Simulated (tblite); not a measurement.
C3H9B3O3, charge +1, doublet, at a GFN2-xTB geometry (a state made from the parent by changing its charge; the spin is typed, not shown lowest); tblite with GFN1-xTB.

The tblite input:
```
$ tblite run mol.xyz --method gfn1 --charge 1 --spin 1 --spin-polarized --json tblite.json --no-restart

# file mol.xyz
18

C     -1.86921833    -2.30973507    -0.20001952
B     -0.89781226    -1.07389565    -0.09636603
O      0.46707948    -1.27383094     0.04116915
B      1.29249091    -0.22209950     0.13036239
C      2.88350992    -0.49012124     0.28816344
O      0.86577880     1.05123225     0.09371161
B     -0.48969592     1.30369220    -0.04280953
C     -0.99428482     2.80118990    -0.08592043
O     -1.27447429     0.21916510    -0.12860370
H     -1.35306759    -3.26268703    -0.15703666
H     -2.42127881    -2.25763040    -1.13753568
H     -2.59061526    -2.27087706     0.61520608
H      3.22032040    -1.01336254    -0.60324959
H      3.03259602    -1.12420064     1.15805345
H      3.40374293     0.45452431     0.40072714
H     -1.70188331     2.96037468     0.72651878
H     -0.18888059     3.52145244     0.00580456
H     -1.51295973     2.97338817    -1.02797967
```

It wrote (shortened):

```
xTB calculator
 | screened Coulomb repulsion
 | Coulomb electrostatics
 |  * isotropic Klopman-Ohno-Mataga-Nishimoto electrostatics
 |  * onsite third-order electrostatics
 | DFT-D3(BJ) dispersion correction
 | Interactions (1)
 | [1] spin polarization

halogen bonding energy    0.0000000000000E+00 Eh
repulsion energy          3.1863421129096E-01 Eh
dispersion energy        -6.3169549455288E-03 Eh
interaction energy        0.0000000000000E+00 Eh
number of electrons       4.7000000000000E+01 e
integral cutoff           2.1261634374110E+01 bohr

------------------------------------------------------------
  cycle        total energy    energy error   density error
------------------------------------------------------------
      1     -28.85073149910  -2.9163049E+01   4.9225243E-01
      2     -29.24822208909  -3.9749059E-01   2.6397287E-01
      3     -29.22892087585   1.9301213E-02   1.4596631E-01
      4     -29.30599027132  -7.7069395E-02   5.6805431E-02
      5     -29.28012198904   2.5868282E-02   5.4178559E-02
      6     -29.30656062053  -2.6438631E-02   2.0918189E-02
      7     -29.30957741582  -3.0167953E-03   1.2624530E-02
      8     -29.31029578248  -7.1836666E-04   4.5619961E-03
      9     -29.31043659656  -1.4081409E-04   1.8851381E-03
     10     -29.31045185222  -1.5255654E-05   1.4529578E-03
     11     -29.31046455479  -1.2702574E-05   1.5637310E-04
     12     -29.31046418593   3.6886622E-07   2.7308250E-04
     13     -29.31046461964  -4.3371134E-07   4.5460262E-05
     14     -29.31046462479  -5.1554778E-09   3.6531247E-05
     15     -29.31046463325  -8.4527727E-09   7.3669769E-06
------------------------------------------------------------

electronic energy        -2.9622781889591E+01 Eh
total energy             -2.9310464633246E+01 Eh

Post processing:
 | Mayer-Wiberg bond orders

[Info] JSON dump of results written to 'tblite.json'
```
